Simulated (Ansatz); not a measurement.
Breaking the Al1–I4 bond in AlH2I (SMILES [AlH2][I]) (multiplicity 1 held, fragments rigid). Energies count from the point at 2.485 Å.
Geometry at that point (charge 0, multiplicity 1):
```xyz
4

Al    -1.02949    -1.59301     0.26750
H     -0.51933    -2.62382     1.33719
H     -2.32698    -1.78051    -0.59761
I      0.30622     0.47384    -0.07957
```

Signs of static correlation in def2-SVP, with CASSCF(6,4), from Ansatz (an electronic-structure program) runs.

```csv
R (Å),T1 of restricted CCSD,⟨S²⟩ of UHF,largest double amplitude of restricted CCSD,weight of the CASSCF reference in MRCISD,CASSCF natural occupations
1.988,0.009,0.000,0.031,0.917,2.00 2.00 1.99 0.01
2.237,0.010,0.000,0.029,0.915,2.00 2.00 1.99 0.01
2.485,0.011,0.000,0.031,0.915,2.00 2.00 1.98 0.02
2.734,0.012,0.000,0.057,0.914,2.00 2.00 1.98 0.03
2.982,0.014,0.000,0.083,0.915,2.00 2.00 1.96 0.04
3.355,0.019,0.000,0.127,0.915,2.00 2.00 1.93 0.07
3.728,0.028,…,0.178,0.915,2.00 2.00 1.87 0.13
4.349,…,0.888,0.311,0.917,2.00 2.00 1.64 0.36
4.970,0.110,0.983,0.551,0.918,2.00 2.00 1.34 0.66
5.716,0.164,1.004,0.894,0.918,2.00 2.00 1.13 0.87
6.710,0.193,1.008,1.147,0.918,2.00 2.00 1.03 0.97
7.953,0.192,1.008,1.201,0.918,2.00 2.00 1.00 1.00
```

Complete the blanks.


- 3.728, ⟨S²⟩ of UHF: 0.450
- 4.349, T1 of restricted CCSD: 0.059

Doubts at one or more of the structures used: active orbitals that take no part (SC-NEVPT2 on CASSCF(6,4)/def2-SVP); a restricted determinant that unrestricted orbitals would lower (R-CCSD(T)/def2-SVP); T1 above 0.05 (R-CCSD(T)/def2-SVP, U-CCSD(T)/def2-SVP); other coupled-cluster roots lie near (R-CCSD(T)/def2-SVP); a spin-contaminated determinant (U-CCSD(T)/def2-SVP).
